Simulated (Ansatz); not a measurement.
Reaction (hydrogen abstraction from the Sn–H bond): `C[O][SnH2][NH2]` + `[SiH3]`• → `C[O][SnH][NH2]`• + SiH₄

Gas-phase electronic energies from Ansatz, PBE0-D4/def2-TZVP geometries. CCSD(T)/CBS is the MP2 limit (def2-TZVPP, def2-QZVPP) plus CCSD(T) − MP2 in def2-TZVPP, frozen cores. This one scheme is used for every species. Functionals use def2-TZVPP. B3LYP here is the variant with VWN-RPA as its local correlation; programs differ in this. No spin–orbit coupling; open shells (•) take unrestricted orbitals. Elements past krypton have def2 core potentials. For Sn outer-core shells are correlated without core-valence functions, which leaves a few kJ/mol of doubt a bond. One conformer a species, not always the lowest.

`C[O][SnH2][NH2]`:

Cartesian coordinates in Å:
```
C -1.353 -1.195 0.435
O -1.289 0.208 0.468
Sn 0.148 1.126 -0.504
N 1.856 0.274 0.146
H -0.410 -1.666 0.740
H -2.134 -1.519 1.130
H -1.617 -1.576 -0.562
H -0.072 2.747 -0.036
H 0.015 0.778 -2.171
H 2.311 0.731 0.924
H 2.545 0.093 -0.571
```

`[SiH3]`•:

Cartesian coordinates in Å:
```
Si -0.037 0.320 0.100
H -0.886 -0.525 0.979
H 1.400 -0.032 0.238
H -0.478 0.237 -1.317
```

`C[O][SnH][NH2]`•:

```xyz
10

C    -1.770   -0.668   -0.309
O    -0.376   -0.719   -0.175
Sn    0.774    0.846   -0.541
N     2.314    0.322    0.685
H    -2.089   -0.768   -1.355
H    -2.204   -1.503    0.251
H    -2.205    0.260    0.091
H    -0.068    2.210    0.166
H     2.406   -0.686    0.750
H     3.218    0.704    0.437
```

SiH₄:

Z-matrix (Å, degrees):
```
Si
H 1 1.485
H 1 1.485 2 109.5
H 1 1.485 2 109.5 3 -120.0
H 1 1.485 2 109.5 3 120.0
```

Problem. Is it downhill or uphill in electronic energy at CCSD(T)/CBS, and by how much? (Estimate.)

Solution. Computed: Downhill: ΔE = -18.6 kcal/mol.

Problem. What do these levels give: PBE-D4, r2SCAN-D4, PBE0-D4, B3LYP-D4, B2PLYP, PBE, PBE0, HF/def2-TZVPP, CCSD(T)/def2-TZVPP, MP2/def2-QZVPP, HF/CBS(def2), MP2/CBS(def2)? (An estimate is asked.)

Solution. The calculation gave: PBE-D4 -22.8, r2SCAN-D4 -21.4, PBE0-D4 -19.9, B3LYP-D4 -23.2, B2PLYP -21.6, PBE -23.0, PBE0 -20.1, HF/def2-TZVPP -16.0, CCSD(T)/def2-TZVPP -18.1, MP2/def2-QZVPP -18.0, HF/CBS(def2) -16.2, MP2/CBS(def2) -18.2 kcal/mol.

Largest T1 diagnostic among the species: 0.018.

From PBE to PBE0 (25 % exact exchange), in def2-TZVPP and without D4, ΔE moves by +2.9 kcal/mol. In def2-TZVPP, CCSD(T) changes the Hartree–Fock value by −2.1 kcal/mol (the triples alone add −0.4 kcal/mol) and MP2 by −1.7 kcal/mol.
